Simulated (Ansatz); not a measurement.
Geometry optimisation, Ansatz 0.2.0, UKS r2SCAN-D4/STO-3G.

Input file:

```yaml
crystal:
  periodic: [false, false, false]
  atoms:
    - { symbol: O, position_ang: [-0.0885, 0.4707, -1.2081] }
    - { symbol: Si, position_ang: [-0.2077, 0.0846, 0.3763] }
    - { symbol: F, position_ang: [0.7733, 1.0307, 1.1696] }
    - { symbol: S, position_ang: [0.5838, -1.8927, 0.4212] }
    - { symbol: H, position_ang: [0.5645, 0.0302, -1.7079] }
    - { symbol: H, position_ang: [-1.5833, 0.2126, 0.9029] }
magnetization:
  spin_polarized: true
  initial_magnetization: 1
basis:
  gaussian: { orbitals: STO-3G }
hamiltonian:
  xc: r2scan
  dispersion: d4
relax:
  f_tol: 0.02
  max_steps: 40
```

Command:

```bash
$ ansatz run input.yaml --threads 1 --pin off --max-ram 2048MiB --backend cpu --events-out ev --progress --plain --runs-dir out
```

Question: Where does it end, and by what steps?

Answer: The forces met the threshold. Limits of this set-up: minimal basis. After 7 steps the energy has fallen by 0.589 eV; H5 moved furthest, 0.34 Å.

```csv
step,energy less start (eV),largest force component (eV/Å),accepted
0,0.0000,4.232,yes
1,-0.4443,1.137,yes
2,-0.5411,0.556,yes
3,-0.5739,0.335,yes
4,-0.5828,0.287,yes
5,-0.5861,0.458,yes
6,-0.5887,0.031,yes
7,-0.5887,0.020,yes
```

```xyz
6
Properties=species:S:1:pos:R:3
O -0.284 0.453 -1.307
Si -0.165 -0.020 0.335
F 0.870 1.030 1.066
S 0.474 -2.016 0.686
H 0.664 0.349 -1.673
H -1.517 0.139 0.848
```

Whether the end is a true minimum wasn't checked by a vibrational analysis.

The run took 88 s on 1 thread of Arm Neoverse V2, with other jobs on the host, peak memory 0.19 GiB.
